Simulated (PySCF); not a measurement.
# Bond curve of NaCd⁺

Set-up: basis Na def2-SVP, Cd def2-SVP with ECP28; scalar-relativistic core potentials; PySCF 2.14. Energies in eV from Na⁺ + Cd in their ground configurations at the same level. State: ¹Σ⁺ (singlet), closed shell.

```json
{"R (Å)": "2.708", "LC-ωPBE": "-0.3023", "PBE": "-0.3304", "MN15": "-0.2056", "RHF-MP2": "-0.2185"}
{"R (Å)": "2.834", "LC-ωPBE": "-0.3801", "PBE": "-0.4043", "MN15": "-0.2944", "RHF-MP2": "-0.3102"}
{"R (Å)": "2.960", "LC-ωPBE": "-0.4214", "PBE": "-0.4431", "MN15": "-0.3458", "RHF-MP2": "-0.3622"}
{"R (Å)": "3.054", "LC-ωPBE": "-0.4352", "PBE": "-0.4558", "MN15": "-0.3667", "RHF-MP2": "-0.3820"}
{"R (Å)": "3.149", "LC-ωPBE": "-0.4380", "PBE": "-0.4581", "MN15": "-0.3765", "RHF-MP2": "-0.3896"}
{"R (Å)": "3.244", "LC-ωPBE": "-0.4327", "PBE": "-0.4527", "MN15": "-0.3778", "RHF-MP2": "-0.3880"}
{"R (Å)": "3.369", "LC-ωPBE": "-0.4164", "PBE": "-0.4368", "MN15": "-0.3701", "RHF-MP2": "-0.3756"}
{"R (Å)": "3.527", "LC-ωPBE": "-0.3865", "PBE": "-0.4078", "MN15": "-0.3504", "RHF-MP2": "-0.3496"}
{"R (Å)": "3.716", "LC-ωPBE": "-0.3437", "PBE": "-0.3659", "MN15": "-0.3186", "RHF-MP2": "-0.3108"}
{"R (Å)": "3.968", "LC-ωPBE": "-0.2843", "PBE": "-0.3068", "MN15": "-0.2710", "RHF-MP2": "-0.2565"}
```

Q: Put a parabola through the three lowest points of the LC-ωPBE curve and estimate Re, k and ωe (reduced mass 19.13 u; 1 eV/Å² = 0.16022 mdyn/Å; ωe = 1302.8·√(k/μ) cm⁻¹).

A: Through R = 3.054, 3.149, 3.244 Å the second-order coefficient is 0.449 eV/Å², so Re ≈ 3.134 Å, k ≈ 0.144 mdyn/Å and ωe ≈ 113 cm⁻¹. A polynomial fit of higher order to the unrounded LC-ωPBE energies gives Re = 3.130 Å, k = 0.155 mdyn/Å, ωe = 117 cm⁻¹; anharmonicity and rounding make the difference.

The higher-order fit for each curve: LC-ωPBE: Re = 3.130 Å, ωe = 117 cm⁻¹, De = 0.438 eV; PBE: Re = 3.126 Å, ωe = 115 cm⁻¹, De = 0.458 eV; MN15: Re = 3.213 Å, ωe = 105 cm⁻¹, De = 0.378 eV; RHF-MP2: Re = 3.176 Å, ωe = 116 cm⁻¹, De = 0.390 eV.

Correlated steps freeze 1 core orbital. Closed-shell solutions of metal pairs were not tested for spin polarisation, which can lower them a little. Correlated levels converge slowly with the basis: in double zeta they bind strong bonds too weakly, by up to about 1 eV, and carry superposition errors of some tenths. For an ion De counts to the pair picked by the measured ionisation energies or electron affinities, which need not be the lowest pair at this level.
